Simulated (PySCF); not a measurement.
**How the method changes the constants of FeP**

State: ⁶Σ⁺ (sextet), unpaired electrons σ ↑, π ↑↑, δ ↑↑. Set-up: Fe def2-TZVPP, P def2-TZVPP; no relativity (PySCF 2.14). De refers to Fe (3d6 4s2) + P in their high-spin ground configurations, without counterpoise correction. The functionals are run spin-unrestricted. A positive dipole means Fe(−)P(+).

```
       Level  Re (Å)  ωe (cm⁻¹)  De (eV)  μ (D)  CPU s a point (SCF and correlation, without the integrals)
        ROHF   2.362        293      n/a  -5.94                                                         3.7
    ROHF-MP2   1.986        423      n/a    n/a                                                         6.2
ROHF-SCS-MP2   2.034        382      n/a    n/a                                                         n/a
   ROHF-CCSD   2.075        432     0.89    n/a                                                         n/a
ROHF-CCSD(T)   2.065        479     1.51    n/a                                                         370
         PBE   2.059        449      n/a  -3.62                                                         3.9
      revPBE   2.073        440      n/a  -3.69                                                         3.1
        BP86   2.059        450      n/a  -3.52                                                         4.1
      r²SCAN   2.059        455      n/a  -3.78                                                         4.1
        PBE0   2.088        432      n/a  -4.20                                                         6.1
     r²SCAN0   2.082        439      n/a  -4.14                                                         6.4
         M06   2.096        444      n/a  -3.53                                                         6.2
   CAM-B3LYP   2.095        419      n/a  -4.24                                                         9.4
```

Q: What does second-order correlation do here, going from ROHF to ROHF-MP2?

A: ROHF-MP2 less ROHF: -37.6 pm in Re, +44.4 % in ωe. Correlation nearly always deepens the well. The bond shortens, as in weak, metallic or heavy-atom bonds, where dispersion and the correlation of outer-core electrons pull the atoms together.

Q: What does the triples do here, going from ROHF-CCSD to ROHF-CCSD(T)?

A: ROHF-CCSD(T) less ROHF-CCSD: -1.0 pm in Re, +10.9 % in ωe, +0.62 eV in De. Correlation nearly always deepens the well. The bond shortens, as in weak, metallic or heavy-atom bonds, where dispersion and the correlation of outer-core electrons pull the atoms together.

Correlated steps freeze 10 core orbitals. De is left out where the level can put another filling of the metal’s s and d shells below the measured ground configuration, by anything from nothing to about 1 eV. The CCSD T1 diagnostic is raised, a sign that a single reference may not be enough here. With d or f electrons several states lie close, and the lowest PBE0 determinant need not be the measured ground state.

The whole job (state search and all levels along the bond) took about 39 min on 2 threads of Arm Neoverse V1 (shared host), peak memory 5.1 GiB.
